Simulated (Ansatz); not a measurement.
Molecule: CH₇Si₂ (charge -1, singlet). It need not be the lowest isomer of its formula. Whether it binds its extra electron was not tested at this geometry. 
Coordinates optimised at B3LYP-D3(BJ)/def2-TZVP (Ansatz, an electronic-structure program):
```xyz
10

C     -1.8860    -0.3159     0.3216
Si    -0.4937     0.7994    -0.5247
Si     1.3797    -0.4927     0.1725
H     -1.6927    -0.5795     1.3659
H     -2.8475     0.2084     0.2809
H     -2.0100    -1.2476    -0.2410
H     -0.2976     1.7918     0.6344
H      2.7034     0.2020    -0.0165
H      1.4842    -1.0082     1.5929
H      1.5727    -1.7650    -0.6156
```
Charge -1, spin multiplicity 1.

Parts of the frozen-core correlation energy in cc-pwCVTZ (Ansatz, hartree). Frozen orbitals: 11; correlated occupied orbitals by spin: 10 and 10; virtual: 238 and 238. No spin-orbit coupling. No relativistic terms.

| term | value |
|---|---|
| reference (HF) | -619.82565 |
| MP2 opposite-spin | -0.37433 |
| MP2 same-spin | -0.08437 |
| CCSD correlation | -0.51377 |
| (T) | -0.02064 |
| T1 diagnostic | 0.014 |
| largest doubles amplitude | 0.038 |
